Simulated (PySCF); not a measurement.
2-methylprop-2-en-1-amine (C4H9N), SMILES C=C(C)CN. The structure is a stationary point at B3LYP-D3(BJ)/def2-SVP. The values are those of a single conformer.

Computed equilibrium geometry at B3LYP-D3(BJ)/def2-SVP (PySCF confirms it by a frequency run) as Cartesian coordinates in Å (one conformer of several):
```xyz
14

C      0.6712     1.6779    -0.2272
C      0.4335     0.3606    -0.1814
C      1.4830    -0.6503     0.1918
C     -0.9366    -0.1983    -0.4997
N     -1.4619    -0.9704     0.6255
H      1.6599     2.0902    -0.0054
H     -0.1159     2.3892    -0.4955
H      2.4338    -0.1737     0.4703
H      1.1256    -1.2731     1.0263
H      1.6720    -1.3398    -0.6503
H     -0.8406    -0.8896    -1.3576
H     -1.5932     0.6309    -0.8358
H     -1.6830    -0.3455     1.4015
H     -2.3318    -1.4348     0.3667
```
